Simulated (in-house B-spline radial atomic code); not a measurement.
Stripping mercury of all its electrons. The total binding energy is the sum of the 80 successive ionisation energies. Configuration: [Xe] 4f14 5d10 6s2. Method: Dirac-Hartree-Fock, average of configuration, Fermi nucleus of rms radius 5.4648 fm. Calculated with a radial B-spline atomic code at the basis-set limit.

Dirac-Coulomb total energy: -19648.8727 hartree. First-order corrections (hartree): Breit 22.17, self-energy 19, vacuum polarisation -3.735, recoil 0.0321.

Task: What total binding energy follows, and how does it compare with the sum of NIST's ionisation energies?

Result: 533654 eV from the corrected total, against 533832 ± 310 eV from NIST's table (measured, semi-empirical and theoretical entries, uncertainties added in quadrature). The difference, +179 eV, is within about twice the table's uncertainty, so it can't show the correlation energy.

Task: What share of the binding belongs to the last two electrons?

Result: 36 % by NIST's values (190022.9 eV).
